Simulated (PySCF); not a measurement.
A PySCF script (with the pyscf-properties extension) for the NMR shieldings of SMILES C1CC[C@](C)(CF)C1=O, C7H11FO, on a GFN2-xTB geometry:

```python
import basis_set_exchange as bse
import numpy as np
from pyscf import gto, dft
from pyscf.prop import nmr

atoms = """
C    -1.390423    1.452222   -0.099413
C    -0.552568    0.173365   -0.077926
C    -1.482451   -1.009145   -0.378639
F    -0.822661   -2.208647   -0.292617
C     0.232276   -0.023231    1.226135
C     1.555318   -0.670963    0.807224
C     1.867363   -0.041804   -0.547348
C     0.522527    0.231447   -1.171530
O     0.301201    0.466150   -2.327864
H    -0.760383    2.317908    0.090150
H    -1.856305    1.576890   -1.074009
H    -2.166909    1.412371    0.661435
H    -1.878988   -0.935494   -1.396382
H    -2.302855   -1.052008    0.346018
H     0.421195    0.947730    1.686944
H    -0.312690   -0.640196    1.938957
H     2.343263   -0.499927    1.538866
H     1.421742   -1.746108    0.691116
H     2.370706    0.921925   -0.429225
H     2.485494   -0.661805   -1.194928
"""
names = dict.fromkeys(["C", "F", "O", "H"], "pcSseg-1")
basis = {el: gto.basis.parse(bse.get_basis(n, elements=[el], fmt="nwchem")) for el, n in names.items()}
mol = gto.M(atom=atoms, basis=basis, charge=0, verbose=0)
mf = dft.RKS(mol, xc="PBE0")
mf.grids.level = 2
mf.grids.alignment = dft.numint.BLKSIZE   # the property module wants whole blocks of grid points
mf.conv_tol = 1e-9
mf.kernel()

calc = nmr.RKS(mf)   # GIAO
C = mf.mo_coeff
Co = C[:, mf.mo_occ > 0]
resp = mf.gen_response(singlet=True, hermi=2)
def vind(x):   # induced exchange potential for any number of trial vectors
    d = np.einsum("pi,xij,qj->xpq", C, 2 * x.reshape(-1, C.shape[1], Co.shape[1]), Co, optimize=True)
    return np.einsum("xpq,pi,qj->xij", resp(d - d.transpose(0, 2, 1)), C, Co, optimize=True).ravel()
mo1, _ = nmr.rhf.solve_mo1(calc, with_cphf=vind)
sigma = calc.kernel(mo1)
for i, s in enumerate(sigma):   # ppm
    print("%2d %-2s %9.2f" % (i, mol.atom_pure_symbol(i), np.trace(s) / 3))
```

**Question.** Give the expected output.

**Answer.** 
```
 0 C     164.87
 1 C     135.43
 2 C      90.87
 3 F     419.20
 4 C     147.96
 5 C     162.83
 6 C     145.41
 7 C     -42.27
 8 O    -310.25
 9 H      31.04
10 H      30.46
11 H      31.01
12 H      26.77
13 H      27.32
14 H      29.90
15 H      29.35
16 H      29.80
17 H      29.55
18 H      29.42
19 H      29.28
```

These numbers come from an equivalent density-fitted implementation of the same equations, which agrees with the script to about 0.01 ppm for H and up to a few tenths of a ppm for heavy atoms, so last digits may differ.

**Question.** Turn these shieldings into chemical shifts. Referencing at the same level of theory: ¹³C (σref 186.93), ¹H (σref 31.72) against TMS; CFCl3 for ¹⁹F (σref 170.95); H2O for ¹⁷O (σref 336.08).

**Answer.** Averaging equivalent atoms: C 7: 229.2; C 2: 96.1; C 1: 51.5; C 6: 41.5; C 4: 39.0; C 5: 24.1; C 0: 22.1; F 3: -248.3; O 8: 646.3; H 12: 4.95; H 13: 4.39; H 19: 2.44; H 15: 2.36; H 18: 2.30; H 17: 2.16; H 16: 1.92; H 14: 1.82; H 9/10/11: 0.88 ppm. Unscaled 19F shifts against computed CFCl3 carry errors that often reach 10 to 50 ppm. Unscaled 17O shifts of doubly bonded oxygen tend to come out too high, by tens of ppm or more. Experimental scales use liquid or dissolved standards, which lie at an offset from isolated H2O (liquid H2O: subtract about 36 ppm).

Size and cost of the density-fitted run: 208 basis functions, 40 s wall time on 1 thread of an Arm Neoverse V1, shared host.
